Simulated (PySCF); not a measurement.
Highest orbital energy against ionisation energy along the 5p block

Calculated with PySCF 2.14, no spin-orbit coupling. Each cell gives −ε(HOMO) / ΔSCF in eV; NIST values include spin-orbit coupling, (s) semi-empirical, (t) theoretical.

```csv
species,UHF,LDA,PBE,PBE0,r2SCAN,NIST (lowest levels)
"In⁺ (x2c-QZVPPall, spin-free X2C)",17.293 / 17.015,15.294 / 19.405,14.918 / 18.975,15.730 / 18.662,15.108 / 18.695,18.870
"Sn⁺ (x2c-QZVPPall, spin-free X2C)",14.042 / 13.749,10.702 / 14.414,10.634 / 14.228,11.637 / 14.265,10.963 / 14.378,14.633
"Sb⁺ (x2c-QZVPPall, spin-free X2C)",16.399 / 16.002,12.641 / 16.671,12.567 / 16.474,13.695 / 16.537,12.943 / 16.649,16.626 ± 0.025
"Te⁺ (x2c-QZVPPall, spin-free X2C)",18.829 / 18.344,14.602 / 18.942,14.532 / 18.752,15.795 / 18.854,14.985 / 18.993,18.6 ± 0.4
"I⁺ (x2c-QZVPPall, spin-free X2C)",18.393 / 17.676,14.721 / 19.054,14.559 / 18.734,15.768 / 18.750,14.854 / 18.758,19.131
"Xe⁺ (x2c-QZVPPall, spin-free X2C)",20.879 / 20.070,16.765 / 21.395,16.595 / 21.065,17.930 / 21.112,16.936 / 21.113,20.975 (s)
```

**Question.** How far is −ε(HOMO) from ΔSCF on average for each method, and why?

**Answer.** UHF 0.50 eV; LDA -4.19 eV; PBE -4.07 eV; PBE0 -2.94 eV; r2SCAN -3.80 eV. Hartree-Fock orbital energies lack relaxation and so exceed the ΔSCF value; semilocal functionals have convex E(N) from self-interaction, so their HOMO lies far too high; exact exchange moves hybrids part of the way back.
